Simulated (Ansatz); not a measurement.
Cost and result up the ladder for the cluster Al₁₁ (the lowest doublet isomer of a short search) (11 atoms). The state is a doublet with charge 0. Geometry: PBE-D4/def2-SVP.

Cartesian coordinates in Å:
```
Al 2.435 1.448 -0.985
Al -2.273 -0.154 0.044
Al 0.714 -0.631 -0.046
Al -0.315 1.663 -0.831
Al 1.166 -0.483 2.682
Al -1.325 -0.304 -2.353
Al 1.200 0.046 -2.739
Al 1.391 1.814 1.333
Al -0.847 -1.951 1.814
Al -1.001 1.031 1.870
Al -1.146 -2.481 -0.790
```

Ansatz on 6 threads of Intel Xeon on a shared host. Times are rough, and most runs start from the orbitals of an earlier one. PBE0-D4/def2-TZVP serves as the yardstick here, not as an exact answer. Differences are given only for rows in sets of like size (and for xTB, whose basis is part of the method), since another set adds its own error. Binding counts from free atoms at the same level (Al doublet; other spins of the atoms weren't run), without zero-point energy or a counterpoise term.

The structure comes from a short search, and lower isomers may exist.

Run but left out: HF/STO-3G, HF/def2-TZVP, MP2/def2-SVP (⟨S²⟩ 2.28 to 2.52, where a pure state has 0.75).

```csv
level,functions,wall time,binding energy per atom (eV),difference from PBE0-D4/def2-TZVP (eV)
PBE-D4/def2-SVP,198,7 s,2.54,–
PBE0-D4/def2-SVP,198,13 s,2.44,–
PBE-D4/def2-TZVP (with forces),407,18 s,2.53,0.09
PBE0-D4/def2-TZVP,407,58 s,2.44,0.00
r2SCAN-D4/def2-TZVP,407,1.7 min,2.52,0.09
```
